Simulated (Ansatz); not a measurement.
Geometry optimisation, RHF/def2-SVP (Ansatz 0.2.0).

Input file:

```yaml
crystal:
  periodic: [false, false, false]
  atoms:
    - { symbol: Ga, position_ang: [0.108649, 0.307547, -0.086931] }
    - { symbol: H, position_ang: [-0.007187, 0.1623, 1.468085] }
    - { symbol: Cl, position_ang: [1.814718, 1.193593, -1.035803] }
    - { symbol: O, position_ang: [-1.170159, -0.230234, -1.182281] }
    - { symbol: H, position_ang: [-2.030913, -0.430063, -0.850238] }
    - { symbol: O, position_ang: [0.432618, -2.430766, 1.040028] }
    - { symbol: Al, position_ang: [-0.531145, -3.692237, 0.427793] }
    - { symbol: H, position_ang: [0.187001, -4.781933, -0.439498] }
    - { symbol: H, position_ang: [-2.077261, -3.673549, 0.7331] }
    - { symbol: H, position_ang: [0.238079, -1.690056, 1.632645] }
basis:
  gaussian: { orbitals: def2-SVP }
hamiltonian:
  xc: hf
relax:
  f_tol: 0.03
  max_steps: 50
```

Run as:

```bash
$ ansatz run input.yaml --threads 2 --pin off --max-ram 3072MiB --backend cpu --events-out ev --progress --plain --runs-dir out
```

**Question.** Where does it end, and by what steps?

**Answer.** The forces met the threshold. After 14 steps the energy has fallen by 2.546 eV; O4 moved furthest, 1.13 Å. Joined: Ga1–O6 (2.98 → 1.93 Å), O4–Al7 (3.87 → 1.86 Å).

```json
{"step": "0", "energy less start (eV)": "0.0000", "largest force component (eV/Å)": "1.471", "accepted": "yes"}
{"step": "1", "energy less start (eV)": "-0.1143", "largest force component (eV/Å)": "1.686", "accepted": "yes"}
{"step": "2", "energy less start (eV)": "-0.2207", "largest force component (eV/Å)": "2.554", "accepted": "yes"}
{"step": "3", "energy less start (eV)": "-0.5032", "largest force component (eV/Å)": "2.444", "accepted": "yes"}
{"step": "4", "energy less start (eV)": "-0.8507", "largest force component (eV/Å)": "2.273", "accepted": "yes"}
{"step": "5", "energy less start (eV)": "-1.2929", "largest force component (eV/Å)": "1.120", "accepted": "yes"}
{"step": "6", "energy less start (eV)": "-1.8578", "largest force component (eV/Å)": "1.378", "accepted": "yes"}
{"step": "7", "energy less start (eV)": "-2.1057", "largest force component (eV/Å)": "2.602", "accepted": "yes"}
{"step": "8", "energy less start (eV)": "-2.3786", "largest force component (eV/Å)": "0.499", "accepted": "yes"}
{"step": "9", "energy less start (eV)": "-2.4343", "largest force component (eV/Å)": "0.719", "accepted": "yes"}
{"step": "10", "energy less start (eV)": "-2.5087", "largest force component (eV/Å)": "0.479", "accepted": "yes"}
{"step": "11", "energy less start (eV)": "-2.5183", "largest force component (eV/Å)": "0.720", "accepted": "yes"}
{"step": "12", "energy less start (eV)": "-2.5423", "largest force component (eV/Å)": "0.229", "accepted": "yes"}
{"step": "13", "energy less start (eV)": "-2.5456", "largest force component (eV/Å)": "0.040", "accepted": "yes"}
{"step": "14", "energy less start (eV)": "-2.5461", "largest force component (eV/Å)": "0.024", "accepted": "yes"}
```

```xyz
10
Properties=species:S:1:pos:R:3
Ga 0.078 -0.127 0.391
H -0.553 0.906 1.365
Cl 1.754 0.432 -0.876
O -1.159 -1.214 -0.621
H -1.632 -0.970 -1.402
O 0.365 -1.901 1.103
Al -0.821 -2.909 0.077
H -0.085 -3.852 -0.955
H -2.033 -3.445 0.940
H 1.052 -2.186 1.685
```

Time of the run: 46 s on 2 threads of Arm Neoverse V1 (shared host), peak memory 0.3 GiB.
